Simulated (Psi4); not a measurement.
Cl$_{3}$Sc, triplet, at a GFN2-xTB geometry (such geometries of metal compounds can be far from the true shape) (the multiplicity is a formal guess). Base run: HF/def2-SVP in Psi4.

Here is a job for Psi4.
```
memory 2 GB

molecule {
0 3
  Sc   -0.30552139   -0.02338124    0.21340739
  Cl    1.77321599   -0.12643045   -0.81540043
  Cl   -0.59284853   -1.15055849    2.19835470
  Cl   -0.80295868    1.30587166   -1.64657517
}

set basis def2-svp
set reference uhf

energy('scf')
print_variables()
```

The base run was repeated with changes; each row names its change, and settings that it needs were set with it.

```csv
change,ΔE vs base (µEh),SCF cycles,basis functions,outcome
base,0.0,21,85,converged
guess = modhuckel,-,-,85,not converged
scf_initial_accelerator = ediis,0.0,21,85,converged
d_convergence = 1e-8,0.0,35,85,converged
scf_type = dfdirj+cosx,556,21,85,converged
guess = sadno,0.1,29,85,converged
scf_type = direct,-118,23,85,converged
df_basis_scf = cc-pvqz-jkfit,-,-,85,input refused
scf_type = out_of_core,-118,21,85,converged
scf_type = disk_df,0.0,21,85,converged
e_convergence = 1e-10,0.0,34,85,converged
guess = gwh,-,-,85,not converged
e_convergence = 1e-8,0.0,22,85,converged
```

Open shells are given as the SCF converged; they aren't shown to be the lowest states, and a large step between rows can be another state.

- df_basis_scf = cc-pvqz-jkfit: ended with `psi4.driver.qcdb.exceptions.BasisSetNotFound: BasisSet::construct: Unable to find a basis set for atom 1 for key JKFIT among:`
